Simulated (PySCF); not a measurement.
Ligands exchanged one at a time, Ga OH-SH. Isolated molecules, 0 K electronic values unless said otherwise. One relaxed conformer stands for each flexible species; it need not be the lowest. Strings in code marks are SMILES.

The LUMO from two functionals at the same geometries (B3LYP-D3(BJ)/def2-TZVP), both in PySCF: PBE-D3(BJ)/def2-TZVP and B3LYP-D3(BJ)/def2-TZVP. B3LYP has the VWN-RPA correlation part, as in Gaussian. 

| species | B3LYP-D3(BJ)/def2-TZVP (eV) |
|---|---|
| 0 of 3 OH replaced by SH (`[OH][Ga]([OH])[OH]`) | -1.43 |
| 1 of 3 OH replaced by SH (`[OH][Ga]([OH])[SH]`) | -1.27 |
| 2 of 3 OH replaced by SH (`[OH][Ga]([SH])[SH]`) | -1.25 |
| 3 of 3 OH replaced by SH (`[SH][Ga]([SH])[SH]`) | -1.36 |

**Question.** What does PBE-D3(BJ)/def2-TZVP give for each?

**Answer.** 
- 0 of 3 OH replaced by SH (`[OH][Ga]([OH])[OH]`): -1.97
- 1 of 3 OH replaced by SH (`[OH][Ga]([OH])[SH]`): -1.85
- 2 of 3 OH replaced by SH (`[OH][Ga]([SH])[SH]`): -1.85
- 3 of 3 OH replaced by SH (`[SH][Ga]([SH])[SH]`): -1.98
Over these rows, drawn at random from the members with no instability flagged (it was tested for open shells, ions and some series alone), PBE minus B3LYP-D3(BJ): mean -0.58 eV, from -0.62 eV to -0.55 eV.
